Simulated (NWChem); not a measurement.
## Correlation energy of HfO$_{2}$

SMILES: [O]=[Hf]=[O]
```xyz
3

Hf     0.0000     0.0000    -0.1978
O     -1.4322     0.0000     0.8900
O      1.4322     0.0000     0.8900
```
Charge 0, spin multiplicity 1.

Program: NWChem. All single points use one geometry, from PBE/def2-SVP with def2 effective core potentials on Hf, a minimum by its harmonic frequencies.

Basis set: def2-SVP. Each correlation energy counts from its own Hartree-Fock reference.

Effective core potentials replace the inner electrons of Hf; spin-orbit coupling is left out. The correlated methods keep 2 core orbitals frozen. The structure started from a generated list of species. Coupled-cluster values serve here as a point of comparison, not as the truth.

Q: Order these methods by the correlation energy they give, lowest first: CCSD, CCSD(T), CR-CCSD[T], MP2, CR-CCSD(T), SCS-MP2.

A: MP2 (-639.6 mHa), CCSD(T) (-635.1 mHa), CR-CCSD[T] (-633.2 mHa), CR-CCSD(T) (-626.0 mHa), CCSD (-603.3 mHa), SCS-MP2 (-599.7 mHa)
